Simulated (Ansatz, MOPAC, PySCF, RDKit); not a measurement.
Noncovalent pair: SiH4 (SMILES [SiH4]) (first 5 atoms) with C2H3N (SMILES CC#N); geometry from B3LYP-D3(BJ)/def2-TZVP, rigid monomers moved along the line of their centres of mass till Si1···C7 is 4.11 Å.
(charge 0, multiplicity 1):
```xyz
11

Si     0.183     0.138     0.108
H     -0.215     0.167    -1.319
H     -0.237    -1.156     0.693
H     -0.514     1.235     0.819
H      1.645     0.303     0.225
C     -1.461    -0.124     4.344
C     -0.016    -0.044     4.211
N      1.126     0.020     4.093
H     -1.899     0.872     4.274
H     -1.871    -0.745     3.548
H     -1.727    -0.560     5.307
```

Interaction energies are E(AB) − E(A) − E(B) at the monomers' geometry in the complex; basis-set methods are counterpoise corrected.

The state that AM1 reach isn't checked.

Run with Ansatz (Gaussian orbitals); MOPAC for AM1 (differences of heats of formation); PySCF for the dispersion terms; RDKit for the force fields. Each number belongs to the level named beside it.

**Question.** One of these levels gives 0.11 kcal/mol for the interaction energy. Which?
A) B3LYP-D3(BJ)/def2-TZVPPD
B) AM1
C) MMFF94

**Answer.** B, AM1. The others give -0.83 (MMFF94), -1.40 (B3LYP-D3(BJ)/def2-TZVPPD)

Ansatz is a program for electronic structure.
